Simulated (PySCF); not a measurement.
# What a mistake does to a calculation on BH6OSi2

Calculated results; nothing here was measured. The program is PySCF 2.14.0, an open-source quantum chemistry code, run on an isolated molecule that a program drew, which may never have been made. The molecule is BH6OSi2 (charge 0, doublet), drawn as the SMILES string `B[SiH](O)[SiH2]`.

Each row is a Hartree-Fock (HF) and frozen-core CCSD(T) single point in the cc-pV(D+d)Z basis, meant for a local HF minimum. Run 1 is clean. Each other run has one planted mistake out of seven kinds, and not every kind appears here: one electron removed, one electron added, multiplicity raised by two, geometry at a saddle point, minimal basis STO-3G, one bond length entered in bohr, all coordinates scaled. The reference is restricted for singlets and unrestricted otherwise, and also for a bond in bohr. Adding or removing an electron swaps singlet and doublet. Electrons count all cores. HOMO and LUMO are orbital energies over both spins, the gradient is its largest component, and the lowest frequency (negative if imaginary) is given only where the gradient is small. Bond lengths are over the 9 bonds as drawn. T1 is the CCSD diagnostic: over 0.02 (restricted) or 0.045 (unrestricted) a single reference is doubtful.

Geometry of the clean run:
```xyz
10
BH6OSi2, angstrom
B    -0.1860    1.9120   -0.8864
Si    0.9406    0.6635    0.2314
O     2.1032    1.5187    1.0547
Si   -0.5137   -0.4404    1.7428
H    -0.2671    3.0814   -0.6366
H    -0.8600    1.4715   -1.7767
H     1.5661   -0.4119   -0.5809
H     2.6940    1.0478    1.6231
H    -1.3848   -1.4592    1.1044
H    -1.3506    0.4584    2.5778
```

```
run,electrons,basis functions,<S^2>,HOMO (eV),LUMO (eV),gradient (hartree/bohr),lowest frequency (cm^-1),mean bond (Å),longest bond (Å),T1,HF (hartree),CCSD(T) (hartree),mistake
1,47,104,0.767,-8.55,0.51,2.6e-05,118,1.5390,2.370,0.0162,-680.88716,-681.40792,no fault
2,47,34,0.755,-5.72,5.68,5.1e-02,-,1.5390,2.370,0.0107,-672.84228,-673.02531,minimal basis STO-3G
3,48,104,0.000,-1.11,6.06,3.1e-02,-,1.5390,2.370,0.0307,-680.89048,-681.45455,one electron added
4,47,104,1.500,-8.76,1.05,1.3e-02,-,1.7386,3.816,0.0384,-680.78997,-681.29314,?
```

**Which mistake was planted in run 4, and what did it cost?**

The mean bond changes by a factor of 1.130 and the longest by 1.610, so the molecule wasn't scaled as a whole. A length L in bohr read as angstrom grows by (1/0.5292 - 1) L = 0.890 L. The 9 bonds together grew by 9 x 0.1996 = 1.796 Å, which gives L = 2.019 Å. That is bond B1-Si2, 2.019 Å in the clean geometry. So the mistake is: one bond length entered in bohr. Subtracting run 1 and multiplying by 627.51 kcal/mol a hartree, the energy moved by 61.0 kcal/mol in HF and 72.0 kcal/mol in CCSD(T).

Cautions from the logs. Run 3: T1 is over the limit, so its CCSD(T) energy is less reliable.
